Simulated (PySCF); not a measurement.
# OsO2Cl2 at several levels of theory

Computed with PySCF 2.14.0 (density fitting, no spin-orbit coupling) at the geometry relaxed with r2SCAN:

```xyz
5
OsO2Cl2 (singlet)
Os    0.2585    0.2585    0.0000
O     1.4522    0.1507    1.2003
O     0.1507    1.4522   -1.2003
Cl   -1.7820   -0.0256    0.9463
Cl   -0.0256   -1.7820   -0.9463
```

| level | basis | state | HOMO (eV) | gap (eV) | charge on Os1 (e) | dipole about the centre of mass (D) | largest force component (eV/Å) |
| --- | --- | --- | --- | --- | --- | --- | --- |
| r2SCAN | Os def2-SVP with ECP60, O def2-SVP, Cl def2-SVP | singlet | -6.71 | 1.38 | 0.93 | 0.36 | 0.02 |
| wB97X | the same | singlet | -10.50 | 8.07 | 0.97 | 0.59 | 1.09 |
| HF | the same | singlet | -12.14 | 11.01 | 1.39 | 0.45 | 2.57 |
| TPSS | the same | singlet | -6.46 | 1.30 | 0.88 | 0.37 | 0.51 |
| PBE | the same | singlet | -6.25 | 1.13 | 0.76 | 0.19 | 0.52 |
| r2SCAN | Os def2-TZVP with ECP60, O def2-TZVP, Cl def2-TZVP | singlet | -6.72 | 1.41 | 1.23 | 0.45 | 0.39 |

Charges are Mulliken's, which hang on the basis. The relaxation used the grid (50, 194), these runs (75, 302) or, all-electron (x2c bases, spin-free X2C Hamiltonian), (99, 590).

Problem. What does r2SCAN with Os x2c-SVPall, O x2c-SVPall, Cl x2c-SVPall give here?

Solution. state singlet, HOMO (eV) -6.90, gap (eV) 1.35, charge on Os1 (e) 0.62, dipole about the centre of mass (D) 0.13, largest force component (eV/Å) 0.57. Time: 31 s on 2 threads of Arm Neoverse V1 (shared host), from free ions and atoms.

In the first row's basis the gap widens with exact exchange: 1.1 to 1.4 eV for PBE, TPSS, r2SCAN (none); 8.1 to 11.0 eV for wB97X, Hartree–Fock (rising or full at long range).

No frequency check is given that shows the relaxed geometry to be a minimum.
